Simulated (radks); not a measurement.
Effect of the nuclear size on the ytterbium ion Yb3+, [Xe] 4f13. All-electron calculation, Dirac Kohn-Sham, relativistic LDA (MacDonald-Vosko exchange, VWN5 correlation), spin-unpolarised, spherical densities, finite nucleus; open shells are shared between the two j in proportion to 2j + 1; Fermi nuclear charge, rms radius 5.3108 fm. Program: a radial shooting solver on a logarithmic mesh with Libxc functionals. The rms radius is varied about that value; shifts are against it.

[
 {"rms radius (fm)": "4.5567", "total energy shift (eV)": "-10.4", "density at nucleus (e/bohr^3)": "1.061e+06", "1s1/2 shift (meV)": "-4210", "2s1/2 shift (meV)": "-572", "5s1/2 shift (meV)": "-4.91", "5p1/2 shift (meV)": "0.119", "4f7/2 shift (meV)": "0.573", "6s1/2 (empty) shift (meV)": "-0.854"},
 {"rms radius (fm)": "5.0824", "total energy shift (eV)": "-3.26", "density at nucleus (e/bohr^3)": "1.026e+06", "1s1/2 shift (meV)": "-1320", "2s1/2 shift (meV)": "-180", "5s1/2 shift (meV)": "-1.54", "5p1/2 shift (meV)": "0.037", "4f7/2 shift (meV)": "0.180", "6s1/2 (empty) shift (meV)": "-0.268"},
 {"rms radius (fm)": "5.3108", "total energy shift (eV)": "0", "density at nucleus (e/bohr^3)": "1.012e+06", "1s1/2 shift (meV)": "0.000", "2s1/2 shift (meV)": "0.000", "5s1/2 shift (meV)": "0.000", "5p1/2 shift (meV)": "0.000", "4f7/2 shift (meV)": "0.000", "6s1/2 (empty) shift (meV)": "0.000"},
 {"rms radius (fm)": "5.7569", "total energy shift (eV)": "6.64", "density at nucleus (e/bohr^3)": "9.876e+05", "1s1/2 shift (meV)": "2700", "2s1/2 shift (meV)": "367", "5s1/2 shift (meV)": "3.14", "5p1/2 shift (meV)": "-0.076", "4f7/2 shift (meV)": "-0.367", "6s1/2 (empty) shift (meV)": "0.547"},
 {"rms radius (fm)": "5.9215", "total energy shift (eV)": "9.19", "density at nucleus (e/bohr^3)": "9.79e+05", "1s1/2 shift (meV)": "3730", "2s1/2 shift (meV)": "507", "5s1/2 shift (meV)": "4.35", "5p1/2 shift (meV)": "-0.105", "4f7/2 shift (meV)": "-0.508", "6s1/2 (empty) shift (meV)": "0.757"}
]

Slopes of the eigenvalues against <r^2> in GHz/fm^2, as finite differences over the two radii next to the reference (eigenvalue slopes, not the field-shift constants of lines): 1s1/2 133000, 2s1/2 18100, 5s1/2 155, 5p1/2 -3.74, 4f7/2 -18.1, 6s1/2 (empty) 27.0.
